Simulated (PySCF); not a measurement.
# Cr²⁺ (chromium, charge +2) across methods

[Ar] 3d3 4p1, one real determinant (an excited configuration). Computed with PySCF 2.14 in aug-cc-pVQZ-DK (9s8p6d4f3g2h, 140 functions), with the spin-free X2C one-electron Hamiltonian (Gaussian nucleus).

| method | E (hartree) | mean ε 3p β (eV) | mean ε 3d α (eV) | mean ε 4p α (eV) | Σ⟨r²⟩ (bohr²) | ⟨S²⟩ |
| --- | --- | --- | --- | --- | --- | --- |
| BLYP | -1049.530 | -71.618 | -30.994 | -16.444 | 23.39 | 6.001 |
| BP86 | -1049.618 | -71.951 | -31.193 | -16.709 | 23.34 | 6.000 |
| PBE | -1049.239 | -71.794 | -31.127 | -16.617 | 23.42 | 6.000 |
| UHF | -1048.47800 | -82.241 | -40.752 | -18.690 | 24.01 | 6.003 |
| r2SCAN | -1049.453 | -72.666 | -31.811 | -16.654 | 23.40 | 6.001 |
| LDA | -1047.122 | -71.885 | -31.172 | -16.645 | 23.33 | 6.000 |
| PBE0 | -1049.276 | -74.786 | -33.703 | -17.248 | 23.48 | 6.001 |

**Question.** Estimate the same row for PW91.

**Answer.** E (hartree) = -1049.533; mean ε 3p β (eV) = -71.882; mean ε 3d α (eV) = -31.231; mean ε 4p α (eV) = -16.669; Σ⟨r²⟩ (bohr²) = 23.38; ⟨S²⟩ = 6.000.

⟨L²⟩ = 14.01 against 20 for a pure G term, so this real determinant mixes terms.
